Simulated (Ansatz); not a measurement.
Ansatz (an electronic-structure program) input:

Ansatz 0.2 input:
```yaml
crystal:
  periodic: [false, false, false]
  atoms:
    - {symbol: Si, position_ang: [-0.00210251, -0.00002774, 0.00006766]}
    - {symbol: F, position_ang: [0.44536853, 1.41147324, -0.55833048]}
    - {symbol: F, position_ang: [0.45276099, -1.10838377, -1.03372633]}
    - {symbol: F, position_ang: [0.82601117, -0.24642141, 1.32764741]}
    - {symbol: C, position_ang: [-1.79383550, -0.05853278, 0.27330117]}
    - {symbol: H, position_ang: [-2.36196198, 0.81593085, 0.56480799]}
    - {symbol: H, position_ang: [-2.36285624, -0.97435851, 0.17412243]}
basis:
  gaussian:
    orbitals: def2-TZVPD
hamiltonian:
  xc: {name: wB97M-V}
magnetization: {spin_polarized: true, initial_magnetization: 1}
output: {forces: true}
```

Q: Which total energy does the run end on?

A: -628.55086 Eh (wB97M-V/def2-TZVPD). The basis has 218 functions.

It need not be the lowest isomer of its formula.
